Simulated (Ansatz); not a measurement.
Basis sets compared for Mo₃Se₅ (the lowest singlet isomer of a short search). Total charge 0; singlet. Geometry PBE-D4/def2-SVP. Ansatz on 6 threads of Intel Xeon on a shared host; times are rough, and most runs start from earlier orbitals.

```tsv
atom	x (Å)	y (Å)	z (Å)
Mo1	-0.905	-0.867	-1.045
Mo2	1.236	-0.137	-1.058
Mo3	-0.141	0.435	1.219
Se4	-0.722	2.155	2.600
Se5	0.400	-1.227	-3.150
Se6	2.173	-0.356	1.208
Se7	-1.488	-1.605	1.230
Se8	-0.552	1.601	-1.004
```

In the def2 sets Mo takes a core potential; there is no spin–orbit coupling. The restricted singlet is unstable towards broken spin symmetry in Hartree–Fock (as tested in another run); at PBE-D4/def2-SVP, PBE-D4/def2-TZVP, PBE0-D4/def2-SVP, PBE0-D4/def2-TZVP this wasn't settled. No other spin state of charge 0 was run. The structure comes from a short search, and lower isomers may exist.

Binding counts from free atoms (Mo septet, Se triplet) in the same basis, without a counterpoise term.

```tsv
level	functions	energy (Eh)	HOMO (eV)	LUMO (eV)	binding per atom (eV)	wall time
PBE-D4/def2-SVP	253	-12209.6388	-5.31	-4.35	4.02	9.5 s
PBE0-D4/def2-SVP	253	-12209.8218	-6.29	-3.68	3.47	23 s
```

Task: Estimate the rows for PBE-D4/def2-TZVP (with forces), PBE0-D4/def2-TZVP.

Result: 
```json
{"level": "PBE-D4/def2-TZVP (with forces)", "functions": "360", "energy (Eh)": "-12211.1770", "HOMO (eV)": "-5.31", "LUMO (eV)": "-4.35", "binding per atom (eV)": "4.01", "wall time": "20 s"}
{"level": "PBE0-D4/def2-TZVP", "functions": "360", "energy (Eh)": "-12211.3617", "HOMO (eV)": "-6.26", "LUMO (eV)": "-3.64", "binding per atom (eV)": "3.48", "wall time": "54 s"}
```
